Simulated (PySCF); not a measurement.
# How methods differ on the excitation energy of Cu²⁺

Cu²⁺ [Ar] 3d9 (2D) → Cu²⁺ [Ar] 3d8 4p1 (high-spin determinant), as a difference of total energies. Computed with PySCF 2.14 in aug-cc-pVQZ-PP with ECP10MDF, with a scalar-relativistic core potential. Correlated levels: valence: 3s2 3p6 frozen. The calculations carry no spin-orbit coupling.

```
           method  excitation energy (eV)
              UHF                  12.935
              LDA                  15.260
              PBE                  14.539
             PBE0                  14.411
           r2SCAN                  13.703
            TPSSh                  14.371
           revPBE                  14.435
           M06-2X                  15.370
    MP2 (valence)                  15.267
SCS-MP2 (valence)                  15.183
```

Task: How much does correlation contribute at MP2 (valence)?

Result: 15.267 − (12.935) = 2.332 eV, measured against UHF.

The determinant of the upper state mixes LS terms, which raises its energy above the lowest term, most at the Hartree-Fock and MP2 levels.
